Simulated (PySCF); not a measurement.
Zr(Cl)(OH)(Me)2 (C₂H₇ClOZr), SMILES [Zr]([CH3])([CH3])([Cl])[OH], multiplicity 1. Atoms are numbered in the order given.

```xyz
12

Zr     0.2082    -0.0763     0.0000
Cl    -2.1687     0.0396     0.0000
O      1.0286    -1.8063     0.0000
H      1.2057    -2.7576     0.0000
C      1.0119     1.0184    -1.7511
H      0.6115     2.0577    -1.7634
H      2.1221     1.0811    -1.6998
H      0.7475     0.5435    -2.7215
C      1.0119     1.0184     1.7511
H      0.7475     0.5435     2.7215
H      2.1221     1.0811     1.6998
H      0.6115     2.0577     1.7634
```

Geometry optimised at PBE-D3(BJ)/def2-SVP. The spin state was assumed, not searched. The def2 effective core potentials stand for the cores of Zr; spin–orbit coupling is left out. Other conformers were not sampled.

These are PySCF with PBE-D3(BJ)/def2-SVP values and carry that method's errors.

Frequencies are harmonic and unscaled.

Task: Estimate the vibrational spectrum. (The exact figures need the calculation; the answer reports its results.)

Result: 
| mode | ν (cm⁻¹) | IR (km/mol) | moving atoms (share of kinetic energy) |
|---|---|---|---|
| 1 | 70 | 0.0 | H 95 % |
| 2 | 90 | 0.0 | H 98 % |
| 3 | 104 | 0.1 | C 32 %, Cl 27 %, H 24 %, Zr 16 % |
| 4 | 105 | 3.1 | Cl 29 %, O 22 %, Zr 19 %, C 16 %, H 14 % |
| 5 | 126 | 0.1 | C 54 %, H 36 % |
| 6 | 144 | 1.0 | O 36 %, H 27 %, C 21 % |
| 7 | 148 | 1.2 | O 40 %, H 30 %, C 22 % |
| 8 | 304 | 157.0 | H 84 %, O 15 % |
| 9 | 308 | 107.8 | H 83 %, O 16 % |
| 10 | 367 | 24.8 | Cl 65 %, Zr 21 %, H 12 % |
| 11 | 394 | 0.5 | H 79 %, C 20 % |
| 12 | 463 | 7.0 | H 70 %, C 27 % |
| 13 | 466 | 5.6 | H 72 %, C 25 % |
| 14 | 488 | 24.3 | H 62 %, C 28 % |
| 15 | 510 | 77.7 | C 51 %, H 31 %, Zr 16 % |
| 16 | 516 | 109.6 | C 49 %, H 31 %, Zr 19 % |
| 17 | 726 | 137.6 | O 74 %, Zr 18 % |
| 18 | 1105 | 13.1 | H 77 %, C 23 % |
| 19 | 1110 | 10.6 | H 78 %, C 22 % |
| 20 | 1340 | 7.7 | H 94 % |
| 21 | 1345 | 1.6 | H 95 % |
| 22 | 1347 | 8.1 | H 95 % |
| 23 | 1351 | 14.0 | H 95 % |
| 24 | 2934 | 0.5 | H 97 % |
| 25 | 2936 | 0.2 | H 97 % |
| 26 | 3033 | 0.0 | H 91 %, C 9 % |
| 27 | 3035 | 13.6 | H 91 %, C 9 % |
| 28 | 3043 | 5.5 | H 91 %, C 9 % |
| 29 | 3043 | 2.9 | H 91 %, C 9 % |
| 30 | 3853 | 285.3 | H 94 % |
